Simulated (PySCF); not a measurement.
C₂F₄O.
Bonds: O1–C2 (double), C2–F3, C2–C4, C4–F5, C4–F6, C4–F7.

Computed by this run: PySCF 2.14.0, PBE0-D3(BJ)/def2-SVP geometry optimisation, gas phase; density fitting, grid level 1; the optimiser is geomeTRIC in internal coordinates, started from a GFN2-xTB structure.

At the end of the run (lengths in Å): C2–C4 1.537, C4–F7 1.318, C2–F3 1.323, C4–F6 1.327, C4–F5 1.327, O1=C2 1.175, O1–C2–C4 126.2°, F3–C2–C4 109.6°, O1–C2–F3 124.1°, F5–C4–F6 108.7°, O1–C2–C4–F5 -120°.

Problem. These geometries were met on the way; a selection of coordinates is given. Order them by energy above the end point, lowest first.
A. C2–C4 1.546, C4–F7 1.327, C2–F3 1.319, C4–F6 1.322, C4–F5 1.323, O1=C2 1.177, O1–C2–C4 124.5°, F3–C2–C4 110.3°, O1–C2–F3 125.3°, F5–C4–F6 108.7°, O1–C2–C4–F5 -120°
B. C2–C4 1.560, C4–F7 1.332, C2–F3 1.311, C4–F6 1.317, C4–F5 1.320, O1=C2 1.176, O1–C2–C4 123.8°, F3–C2–C4 114.5°, O1–C2–F3 121.6°, F5–C4–F6 110.1°, O1–C2–C4–F5 -118°
C. C2–C4 1.558, C4–F7 1.335, C2–F3 1.308, C4–F6 1.314, C4–F5 1.317, O1=C2 1.176, O1–C2–C4 118.5°, F3–C2–C4 112.9°, O1–C2–F3 128.6°, F5–C4–F6 111.1°, O1–C2–C4–F5 -117°
D. C2–C4 1.556, C4–F7 1.329, C2–F3 1.336, C4–F6 1.334, C4–F5 1.334, O1=C2 1.171, O1–C2–C4 127.4°, F3–C2–C4 109.5°, O1–C2–F3 123.2°, F5–C4–F6 107.9°, O1–C2–C4–F5 -121°

Solution. A (0.009 eV), D (0.029 eV), B (0.070 eV), C (0.180 eV).

| step | E above end (eV) | rms distance from the end, all atoms (Å) | largest force (eV/Å) | rms shift of all bonds from the end (Å) |
| --- | --- | --- | --- | --- |
| 3 | 0.009 | 0.015 | 0.555 | 0.006 |
| 0 | 0.029 | 0.025 | 0.876 | 0.011 |
| 2 | 0.070 | 0.063 | 1.175 | 0.013 |
| 1 | 0.180 | 0.093 | 1.769 | 0.014 |

Rows stand in the order of the answer.
